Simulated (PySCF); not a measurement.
Isomers of C3H12ClFSi3, one GFN2-xTB conformer each. Single-point energies are computed at PBE0/pcSseg-1 (PySCF, gas phase, no added dispersion term), electronic only.

Question: Rank them by PBE0/pcSseg-1 energy, lowest first (kcal/mol).
A. `[CH3:1][C@@H:2]([Cl:3])[CH2:4][SiH2:5][SiH2:6][SiH2:7][F:8]` with C1–C2–C4–Si5 -167°, C2–C4–Si5–Si6 80°, C4–Si5–Si6–Si7 18°, Si5–Si6–Si7–F8 28°
B. `[F:1][CH2:2][Si:3]([SiH3:4])([SiH3:5])[CH2:6][CH2:7][Cl:8]` with F1–C2–Si3–Si4 -78°, C2–Si3–C6–C7 85°, Si3–C6–C7–Cl8 -59°
C. `[CH3:1][Si@@:2]([Cl:3])([CH2:4][SiH3:5])[CH2:6][SiH2:7][F:8]` with C1–Si2–C4–Si5 -54°, C1–Si2–C6–Si7 -174°, Si2–C6–Si7–F8 67°

Answer: C (0.0), A (57.3), B (101.4).

As drawn, the lowest has an Si–F bond, which the highest lacks; the highest has an Si–Si bond, which the lowest lacks. GFN2-xTB itself gives, in the same order: 0.0, 27.0, 83.6. Both levels put the same isomer lowest; measured from each level's own lowest isomer, the values differ by up to 30.3 kcal/mol (C[C@@H](Cl)C[SiH2][SiH2][SiH2]F: 27.0 against 57.3).

Question: Which frontier levels, dipoles and rotational constants go with these structures?

Answer: 
```tsv
SMILES	HOMO (eV, PBE0/pcSseg-1)	LUMO (eV)	dipole (D)	A, B, C (MHz)
C[Si@@](Cl)(C[SiH3])C[SiH2]F	-8.42	0.30	2.10	1134, 625.9, 519.7
C[C@@H](Cl)C[SiH2][SiH2][SiH2]F	-8.26	-1.02	1.48	1149, 707.9, 602.5
FC[Si]([SiH3])([SiH3])CCCl	-8.19	-0.68	2.85	1114, 591.1, 585.2
```
